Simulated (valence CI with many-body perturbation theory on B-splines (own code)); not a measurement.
# E1 line list for W LXII

Calculated by configuration interaction combined with many-body perturbation theory (CI+MBPT): three valence electrons over a frozen Dirac-Fock core [Ne], radial functions for each j: 11 s, 11 p, 10 d, 8 f, 5 g, 2 h, with the one-electron correlation potential Σ1 (screened to all orders), the two-electron term Σ2, the three-electron term Σ3, Breit, model QED; selected single and double excitations, second order for the rest, scaled by the run's own slope (own B-spline code, finite nucleus).

No measured spectrum was set against this ion. As an estimate, large intervals hold to a few tenths of a per cent, small ones and those within an open d or f shell to about a per cent.

Lines 1 to 50 of 591 in falling wavelength, among levels below 241.13 Ry, chosen from the strongest by gf and those to the six lowest levels. Wavelengths and rates use the calculated energies. Electric multipoles are in the length gauge with retardation, E1 and E2 with the static RPA response of the core. Weak lines are less certain than strong ones. Lines between different terms over intervals too small for the method are left out, as are lines whose strength nearly cancels. The highest levels of a list are the least certain.

Levels are named by their leading jj configuration (3d3/2^4 stands for four electrons in 3d with j = 3/2), which in mixed levels can hold well under half, so a name can repeat and another be missing. Letters in brackets count levels of one name in rising energy.

| λ vac (nm) | Upper | Lower | A (s⁻¹) | log gf | Branch % |
| --- | --- | --- | --- | --- | --- |
| 17.87 | (3s 3p1/2 4p1/2) J=1/2 [a] | (3s 3p1/2 4s) J=1/2 [a] | 1.09e+10 | -0.98 | 0.0 |
| 17.65 | (3s 3p1/2 4p1/2) J=3/2 | (3s 3p1/2 4s) J=3/2 | 7.16e+09 | -0.87 | 0.0 |
| 16.52 | (3s^2 4p1/2) J=1/2 | (3s^2 4s) J=1/2 | 1.47e+10 | -0.92 | 0.1 |
| 14.39 | (3s 3p1/2 4p1/2) J=1/2 [b] | (3s 3p1/2 4s) J=3/2 | 1.93e+10 | -0.92 | 0.1 |
| 9.040 | (3s 3p1/2 3p3/2) J=3/2 [a] | (3s^2 3p3/2) J=3/2 | 2.04e+09 | -2.00 | 14.7 |
| 8.649 | (3p1/2 3p3/2 3d5/2) J=7/2 [b] | (3s 3p3/2 3d5/2) J=5/2 [b] | 1.18e+10 | -0.97 | 1.1 |
| 8.518 | (3p1/2 3p3/2 3d5/2) J=9/2 | (3s 3p3/2 3d5/2) J=7/2 [b] | 1.00e+10 | -0.96 | 1.1 |
| 8.484 | (3p1/2 3d3/2 3d5/2) J=9/2 | (3s 3d3/2 3d5/2) J=7/2 [b] | 2.13e+10 | -0.64 | 7.7 |
| 8.136 | (3p1/2 3d3/2 3d5/2) J=7/2 [a] | (3s 3d3/2 3d5/2) J=5/2 [a] | 1.28e+10 | -0.99 | 4.6 |
| 8.037 | (3p1/2 3d3/2 3d5/2) J=9/2 | (3s 3d3/2 3d5/2) J=9/2 | 1.08e+10 | -0.98 | 3.9 |
| 7.986 | (3s 3p1/2 3d5/2) J=7/2 | (3s^2 3d5/2) J=5/2 | 2.31e+10 | -0.75 | 10.9 |
| 7.982 | (3s 3p1/2 3p3/2) J=5/2 | (3s^2 3p3/2) J=3/2 | 1.39e+10 | -1.10 | 100.0 |
| 7.887 | (3p1/2 3d5/2^2) J=9/2 | (3s 3d5/2^2) J=7/2 | 3.74e+10 | -0.46 | 9.2 |
| 7.749 | (3p1/2 3d5/2^2) J=5/2 | (3s 3d5/2^2) J=3/2 | 3.00e+10 | -0.79 | 5.7 |
| 7.558 | (3p1/2^2 3p3/2) J=3/2 | (3s 3p1/2 3p3/2) J=3/2 [b] | 4.90e+09 | -1.78 | 1.4 |
| 7.521 | (3p1/2 3p3/2 3d5/2) J=9/2 | (3s 3p3/2 3d5/2) J=7/2 [a] | 1.37e+10 | -0.94 | 1.6 |
| 7.490 | (3s 3p1/2 3d5/2) J=5/2 [b] | (3s^2 3d5/2) J=5/2 | 1.75e+10 | -1.05 | 6.9 |
| 7.403 | (3s 3p1/2^2) J=1/2 | (3s^2 3p1/2) J=1/2 | 3.78e+10 | -1.21 | 100.0 |
| 7.366 | (3p1/2 3d5/2^2) J=1/2 | (3s 3d5/2^2) J=1/2 | 6.23e+10 | -0.99 | 8.8 |
| 7.352 | (3p1/2 3d3/2 3d5/2) J=5/2 [b] | (3s 3d3/2 3d5/2) J=5/2 [b] | 2.03e+10 | -1.01 | 0.8 |
| 7.343 | (3p1/2 3p3/2 3d3/2) J=7/2 | (3s 3p3/2 3d3/2) J=7/2 | 1.85e+10 | -0.92 | 1.2 |
| 7.311 | (3p1/2 3p3/2 3d5/2) J=5/2 [a] | (3s 3p3/2 3d5/2) J=3/2 [a] | 2.78e+10 | -0.87 | 1.8 |
| 7.210 | (3p1/2 3d5/2^2) J=3/2 | (3s 3d5/2^2) J=5/2 | 4.54e+10 | -0.85 | 7.3 |
| 7.184 | (3p1/2 3d3/2^2) J=3/2 | (3s 3d3/2^2) J=5/2 | 3.32e+10 | -0.99 | 0.9 |
| 7.179 | (3p1/2 3p3/2 3d5/2) J=3/2 [b] | (3s 3p3/2 3d5/2) J=1/2 | 2.92e+10 | -1.04 | 1.5 |
| 7.174 | (3p1/2^2 3d5/2) J=5/2 | (3s 3p1/2 3d5/2) J=3/2 | 3.70e+10 | -0.77 | 11.5 |
| 7.134 | (3p1/2 3d3/2 3d5/2) J=7/2 [b] | (3s 3d3/2 3d5/2) J=7/2 [b] | 1.57e+10 | -1.02 | 0.7 |
| 7.108 | (3p1/2 3d5/2^2) J=5/2 | (3s 3d5/2^2) J=5/2 | 3.47e+10 | -0.80 | 6.6 |
| 7.071 | (3p1/2 3d5/2^2) J=7/2 | (3s 3d5/2^2) J=9/2 | 4.42e+10 | -0.58 | 7.8 |
| 7.029 | (3s 3p1/2 3p3/2) J=3/2 [b] | (3s^2 3p3/2) J=3/2 | 2.49e+10 | -1.13 | 3.1 |
| 6.991 | (3p1/2 3p3/2 3d5/2) J=3/2 [a] | (3s 3p3/2 3d5/2) J=5/2 [a] | 4.05e+10 | -0.93 | 2.5 |
| 6.989 | (3s 3p1/2 3d3/2) J=3/2 [a] | (3s 3p1/2 3p3/2) J=3/2 [b] | 2.75e+10 | -1.09 | 7.3 |
| 6.977 | (3p1/2^2 3d5/2) J=5/2 | (3s 3p1/2 3d5/2) J=5/2 [b] | 3.74e+10 | -0.79 | 11.6 |
| 6.897 | (3p1/2 3d5/2^2) J=9/2 | (3s 3d5/2^2) J=9/2 | 3.03e+10 | -0.67 | 7.4 |
| 6.823 | (3p1/2 3p3/2 3d5/2) J=5/2 [a] | (3s 3p3/2 3d5/2) J=5/2 [a] | 2.86e+10 | -0.92 | 1.8 |
| 6.815 | (3p1/2 3d3/2 3d5/2) J=7/2 [b] | (3s 3d3/2 3d5/2) J=9/2 | 4.79e+10 | -0.57 | 2.2 |
| 6.719 | (3p1/2 3p3/2^2) J=5/2 | (3s 3p3/2^2) J=5/2 | 2.77e+10 | -0.95 | 2.1 |
| 6.701 | (3p1/2 3p3/2 3d5/2) J=7/2 [b] | (3s 3p3/2 3d5/2) J=7/2 [a] | 2.44e+10 | -0.88 | 2.2 |
| 6.698 | (3p1/2^2 3p3/2) J=3/2 | (3s 3p1/2 3p3/2) J=5/2 | 3.85e+10 | -0.98 | 10.6 |
| 6.649 | (3s 3p1/2 3p3/2) J=1/2 | (3s^2 3p3/2) J=3/2 | 3.19e+10 | -1.37 | 1.1 |
| 6.637 | (3p1/2^2 3d3/2) J=3/2 | (3s 3p1/2 3d3/2) J=5/2 | 6.52e+10 | -0.76 | 9.7 |
| 6.621 | (3p1/2 3p3/2 3d5/2) J=5/2 [b] | (3s 3p3/2 3d5/2) J=7/2 [a] | 3.50e+10 | -0.86 | 1.8 |
| 6.596 | (3p1/2^2 3d5/2) J=5/2 | (3s 3p1/2 3d5/2) J=7/2 | 6.98e+10 | -0.56 | 21.6 |
| 6.579 | (3p1/2 3p3/2 3d5/2) J=7/2 [a] | (3s 3p3/2 3d5/2) J=9/2 | 5.34e+10 | -0.56 | 3.3 |
| 6.547 | (3p1/2 3p3/2^2) J=3/2 | (3s 3p3/2^2) J=5/2 | 5.30e+10 | -0.87 | 1.7 |
| 6.539 | (3s 3p1/2 3d3/2) J=5/2 | (3s 3p1/2 3p3/2) J=3/2 [b] | 7.35e+09 | -1.55 | 26.8 |
| 6.429 | (3p1/2 3d3/2 3d5/2) J=5/2 [b] | (3s 3d3/2 3d5/2) J=7/2 [a] | 2.85e+10 | -0.97 | 1.2 |
| 6.414 | (3p1/2 3p3/2 3d3/2) J=5/2 [a] | (3p1/2 3p3/2^2) J=5/2 | 2.69e+10 | -1.00 | 2.5 |
| 6.410 | (3p1/2 3p3/2 3d3/2) J=5/2 [b] | (3s 3p3/2 3d3/2) J=7/2 | 6.07e+10 | -0.65 | 2.0 |
| 6.324 | (3s^2 3p3/2) J=3/2 | (3s 3p1/2^2) J=1/2 | 2.71e+08 | -3.19 | 54.5 |

Q: How does gf follow from A for the line at 9.040 nm?

A: gf = 1.4992 × (2J+1)_upper × A / σ², with σ = 1106143 cm⁻¹ and 2J+1 = 4: gf = 0.0100.
